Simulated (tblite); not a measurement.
A tight-binding relaxation on `CC(=O)[Si@H](Br)C1CC1`.

Computed with GFN2-xTB geometry optimisation, gas phase (tblite 0.8.0). Start geometry: from a force field or distance geometry. The command runs a driver script over a list of jobs; the input below is this job's line of settings and its coordinates in Å.

Command:
```bash
OMP_NUM_THREADS=1 python probes_run.py task.json out
```

Input:
```
{"job": {"kind": "relax", "xc": "GFN2-xTB", "basis": "xTB"}, "charge": 0, "multiplicity": 1}
C      2.696300    -0.352600    -0.609700
C      1.987600     0.505600     0.363900
O      2.588100     1.527400     0.729900
Si     0.359100     0.170800     1.093000
Br     0.287300    -1.694200     2.379600
C     -1.048700     0.146300    -0.131300
C     -2.335900     0.746600     0.397400
C     -2.176500    -0.747900     0.304100
H      2.111600    -1.231900    -0.935700
H      3.629500    -0.679100    -0.144500
H      2.947600     0.268800    -1.512200
H      0.041900     1.284700     2.027500
H     -0.825900     0.223800    -1.190600
H     -3.008400     1.175800    -0.342600
H     -2.348900     1.185600     1.417000
H     -2.833000    -1.210200    -0.456300
H     -2.078800    -1.307400     1.250100
```

Output:
```
step      E/eV     max force
  0    -684.29490    3.741
  1    -684.46828    3.226
  2    -684.55452    0.809
  3    -684.57857    0.417
  4    -684.61513    0.395
  5    -684.63640    0.391
  6    -684.66023    0.352
  7    -684.67342    0.241
  8    -684.68291    0.184
  9    -684.69007    0.206
... (90 lines left out)
100    -684.80479    0.027
101    -684.80483    0.021
102    -684.80487    0.016
103    -684.80491    0.015
104    -684.80494    0.014
105    -684.80499    0.015
106    -684.80503    0.015
107    -684.80506    0.013
108    -684.80509    0.012
109    -684.80511    0.009
```

«max force» is the largest atomic force in eV/Å.

Q: From which step on does the largest force stay under 0.1 eV/Å, and how much energy is left to gain from there?

A: From step 83 (0.076 eV/Å), 4.5 meV above the end.

Summary of the converged run: energy lowered by 11.8 kcal/mol over 109 steps; largest atomic force 0.009 eV/Å at the end.

On an Arm Neoverse N1 with one thread, on a shared host, this took 1.6 s.
Labels such as C1 count atoms from 1, the log's own numbers from 0.
